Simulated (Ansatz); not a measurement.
F₃ISn (`[F][Sn]([F])([F])[I]`). The species carries charge 0 and has multiplicity 1. Sn, I takes the def2 core potential. Geometry: relaxed with PBE0-D4/def2-TZVP.

```xyz
5

F    -0.551    1.684    0.737
Sn    0.007    0.060   -0.047
F    -1.000   -0.110   -1.634
F     1.788    0.351   -0.605
I    -0.244   -1.985    1.548
```

(1) What is the dipole moment at B3LYP/def2-TZVPP? (Best estimate.)

(2) And with PBE, r2SCAN, ωB97M-V? (Estimate.)

(3) Give the Mulliken charges with B3LYP, r2SCAN, PBE in def2-TZVPP. (Best estimate.)

## Answers

(1) The calculation gave: 3.30 D, with components (-0.32, -2.59, 2.02) D in this frame, pointing from negative to positive charge.

(2) Computed: PBE 3.07 D, r2SCAN 3.11 D, ωB97M-V 3.22 D.

(3) Computed: 
```csv
atom,B3LYP,r2SCAN,PBE
F1,-0.44,-0.43,-0.39
Sn2,1.44,1.42,1.30
F3,-0.44,-0.43,-0.39
F4,-0.44,-0.43,-0.39
I5,-0.12,-0.13,-0.12
```

B3LYP here is the variant with VWN-RPA as its local correlation; programs differ in this.
